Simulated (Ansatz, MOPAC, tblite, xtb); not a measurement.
Dissociation curve of ClBe (cation, charge +1), lowest triplet found (which spin is the ground state isn't settled by this scan).

- GFN1-xTB (xtb)
- PM3, unrestricted, heats of formation (MOPAC)
- GFN2-xTB, 300 K electronic temperature (tblite)
- FCI = full CI/cc-pVDZ, frozen core run with Ansatz (a program for electronic structure)

Energies relative to the lowest point of each curve between 1.71 and 2.47 Å, where full CI is lowest, in kcal/mol; the last columns give the difference from FCI:

```json
[
 {"R / Å": "1.41", "GFN1-xTB": "113.6", "PM3": "56.9", "GFN2-xTB": "73.0", "FCI": "118.5", "GFN1-xTB − FCI": "-4.9", "PM3 − FCI": "-61.6", "GFN2-xTB − FCI": "-45.6"},
 {"R / Å": "1.54", "GFN1-xTB": "46.5", "PM3": "24.3", "GFN2-xTB": "26.6", "FCI": "60.3", "GFN1-xTB − FCI": "-13.8", "PM3 − FCI": "-36.0", "GFN2-xTB − FCI": "-33.7"},
 {"R / Å": "1.63", "GFN1-xTB": "22.8", "PM3": "12.5", "GFN2-xTB": "11.7", "FCI": "36.0", "GFN1-xTB − FCI": "-13.3", "PM3 − FCI": "-23.6", "GFN2-xTB − FCI": "-24.4"},
 {"R / Å": "1.71", "GFN1-xTB": "10.9", "PM3": "6.4", "GFN2-xTB": "4.7", "FCI": "21.7", "GFN1-xTB − FCI": "-10.8", "PM3 − FCI": "-15.3", "GFN2-xTB − FCI": "-17.0"},
 {"R / Å": "1.81", "GFN1-xTB": "3.3", "PM3": "2.2", "GFN2-xTB": "0.8", "FCI": "10.4", "GFN1-xTB − FCI": "-7.1", "PM3 − FCI": "-8.1", "GFN2-xTB − FCI": "-9.5"},
 {"R / Å": "1.89", "GFN1-xTB": "0.7", "PM3": "0.6", "GFN2-xTB": "0.0", "FCI": "5.0", "GFN1-xTB − FCI": "-4.3", "PM3 − FCI": "-4.4", "GFN2-xTB − FCI": "-5.0"},
 {"R / Å": "1.93", "GFN1-xTB": "0.1", "PM3": "0.2", "GFN2-xTB": "0.1", "FCI": "3.2", "GFN1-xTB − FCI": "-3.1", "PM3 − FCI": "-3.0", "GFN2-xTB − FCI": "-3.2"},
 {"R / Å": "2.01", "GFN1-xTB": "0.0", "PM3": "0.0", "GFN2-xTB": "0.8", "FCI": "1.0", "GFN1-xTB − FCI": "-1.0", "PM3 − FCI": "-1.0", "GFN2-xTB − FCI": "-0.2"},
 {"R / Å": "2.04", "GFN1-xTB": "0.2", "PM3": "0.1", "GFN2-xTB": "1.3", "FCI": "0.5", "GFN1-xTB − FCI": "-0.3", "PM3 − FCI": "-0.4", "GFN2-xTB − FCI": "0.8"},
 {"R / Å": "2.12", "GFN1-xTB": "1.2", "PM3": "1.1", "GFN2-xTB": "2.8", "FCI": "0.0", "GFN1-xTB − FCI": "1.2", "PM3 − FCI": "1.1", "GFN2-xTB − FCI": "2.8"},
 {"R / Å": "2.22", "GFN1-xTB": "3.0", "PM3": "3.7", "GFN2-xTB": "5.1", "FCI": "0.5", "GFN1-xTB − FCI": "2.6", "PM3 − FCI": "3.2", "GFN2-xTB − FCI": "4.6"},
 {"R / Å": "2.37", "GFN1-xTB": "6.4", "PM3": "10.5", "GFN2-xTB": "9.2", "FCI": "2.6", "GFN1-xTB − FCI": "3.9", "PM3 − FCI": "7.9", "GFN2-xTB − FCI": "6.7"},
 {"R / Å": "2.47", "GFN1-xTB": "8.9", "PM3": "16.5", "GFN2-xTB": "12.2", "FCI": "4.4", "GFN1-xTB − FCI": "4.5", "PM3 − FCI": "12.1", "GFN2-xTB − FCI": "7.8"},
 {"R / Å": "2.70", "GFN1-xTB": "14.2", "PM3": "31.7", "GFN2-xTB": "19.3", "FCI": "9.0", "GFN1-xTB − FCI": "5.2", "PM3 − FCI": "22.7", "GFN2-xTB − FCI": "10.2"},
 {"R / Å": "2.91", "GFN1-xTB": "18.2", "PM3": "42.6", "GFN2-xTB": "25.7", "FCI": "12.9", "GFN1-xTB − FCI": "5.3", "PM3 − FCI": "29.7", "GFN2-xTB − FCI": "12.8"},
 {"R / Å": "3.19", "GFN1-xTB": "22.0", "PM3": "49.5", "GFN2-xTB": "34.0", "FCI": "17.0", "GFN1-xTB − FCI": "5.0", "PM3 − FCI": "32.5", "GFN2-xTB − FCI": "17.0"},
 {"R / Å": "3.47", "GFN1-xTB": "24.5", "PM3": "51.0", "GFN2-xTB": "34.3", "FCI": "19.9", "GFN1-xTB − FCI": "4.6", "PM3 − FCI": "31.2", "GFN2-xTB − FCI": "14.4"},
 {"R / Å": "3.88", "GFN1-xTB": "26.4", "PM3": "50.5", "GFN2-xTB": "36.6", "FCI": "22.4", "GFN1-xTB − FCI": "4.0", "PM3 − FCI": "28.1", "GFN2-xTB − FCI": "14.2"},
 {"R / Å": "4.32", "GFN1-xTB": "27.2", "PM3": "49.9", "GFN2-xTB": "39.0", "FCI": "—", "GFN1-xTB − FCI": "—", "PM3 − FCI": "—", "GFN2-xTB − FCI": "—"},
 {"R / Å": "4.96", "GFN1-xTB": "27.0", "PM3": "49.5", "GFN2-xTB": "—", "FCI": "—", "GFN1-xTB − FCI": "—", "PM3 − FCI": "—", "GFN2-xTB − FCI": "—"},
 {"R / Å": "5.77", "GFN1-xTB": "—", "PM3": "49.3", "GFN2-xTB": "—", "FCI": "—", "GFN1-xTB − FCI": "—", "PM3 − FCI": "—", "GFN2-xTB − FCI": "—"},
 {"R / Å": "6.70", "GFN1-xTB": "—", "PM3": "49.3", "GFN2-xTB": "—", "FCI": "—", "GFN1-xTB − FCI": "—", "PM3 − FCI": "—", "GFN2-xTB − FCI": "—"}
]
```

GFN1-xTB is furthest from FCI at 1.54 (-13.8 kcal/mol, below); its mean absolute difference over the points is 5.3 kcal/mol.

PM3 is furthest from FCI at 1.41 (-61.6 kcal/mol, below); its mean absolute difference over the points is 17.9 kcal/mol.

GFN2-xTB is furthest from FCI at 1.41 (-45.6 kcal/mol, below); its mean absolute difference over the points is 12.8 kcal/mol.

A dash means that the run gave no value there, or that the column was ended at a point which the program doubted or which failed a test of continuity chosen for this set; such a test can also cut sound points.
